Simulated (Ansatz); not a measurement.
CH4Cl2SSn, SMILES `C[S][SnH]([Cl])[Cl]` from Hartree–Fock to CCSD(T)

Cartesian coordinates in Å:
```
C 0.449 -1.431 0.620
S 1.037 -0.653 -0.916
Sn -0.241 1.331 -0.833
Cl 0.199 2.413 1.174
Cl -2.486 0.759 -0.672
H -0.622 -1.622 0.576
H 0.979 -2.380 0.692
H 0.693 -0.818 1.486
H -0.008 2.400 -2.128
```

Total charge 0; spin multiplicity 1. Correlated methods freeze the filled d shell of Sn. Sn: def2 effective core potential. The geometry is a stationary point of PBE0-D4/def2-TZVP. It is one conformer, not always the lowest. Frozen core, restricted reference, Ansatz.

```tsv
basis	HF (Eh)	MP2 corr.	CCSD corr.	(T)	CCSD(T) total
def2-SVP	-1569.74010	-0.61501	?	-0.01756	?
def2-TZVPP	-1570.25210	-0.82780	?	?	?
def2-QZVPP	?	-0.90342	–	–	–
```

**Question.** Fill in the withheld values. (An estimate is asked.)

**Answer.** The calculation gave: def2-SVP CCSD corr.: -0.67503; def2-SVP CCSD(T) total: -1570.43269; def2-TZVPP CCSD corr.: -0.89253; def2-TZVPP (T): -0.03905; def2-TZVPP CCSD(T) total: -1571.18368; def2-QZVPP HF (Eh): -1570.29345.
